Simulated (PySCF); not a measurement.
HCl$_{3}$OZr, charge -1, doublet, at the geometry of the source list (the multiplicity is a formal guess) (core potentials on Zr), with bond 2-1 at 1.3 times its length. Base run: DF-HF/def2-SV(P) (PySCF).

Input for PySCF:
```python
from pyscf import gto, scf

mol = gto.M(
    atom='''
Zr    0.257200   -0.080600   -0.012700
Cl    2.676370    1.282060   -0.987570
Cl    0.947900   -0.886800    1.988100
Cl    0.233500   -1.956500   -1.279100
O    -1.323900    0.824000    0.013400
H    -2.232800    1.132300    0.052700
''',
    basis='def2-sv(p)',
    ecp={'Zr': 'def2-sv(p)'},
    charge=-1,
    spin=1,
    verbose=4,
)

mf = scf.UHF(mol)
mf = mf.density_fit(auxbasis='def2-universal-jkfit')
mf.kernel()
mf.analyze()
```

Each row names what was changed in the base input (with any setting that the change needs).

```csv
change,ΔE vs base (µEh),SCF cycles,<S^2>,outcome
base,0.0,30,0.753,converged
init_guess = huckel,3289,30,0.753,another SCF solution
init_guess = sap,0.0,37,0.753,converged
diis_space = 4,0.1,43,0.753,converged
init_guess = atom,0.0,35,0.753,converged
conv_tol = 1e-7,0.0,26,0.753,converged
DIIS = EDIIS,-,50,-,not converged
diis = off; damp = 0.3 (with mf.diis_start_cycle = 200; with mf.max_cycle = 150),-,150,-,not converged
diis_space = 2,-,50,-,not converged
conv_tol = 1e-4,20.7,11,0.753,converged
conv_tol_grad = 1e-3,0.0,30,0.753,converged
DIIS = ADIIS,-,50,-,not converged
conv_tol = 1e-11,0.0,44,0.753,converged
```

A guess, shift, damping, solver or small numerical setting can't move a converged solution much, so rows marked as another SCF solution ended in a different state.

Open shells are given as the SCF converged; they aren't shown to be the lowest states, and a large step between rows can be another state.
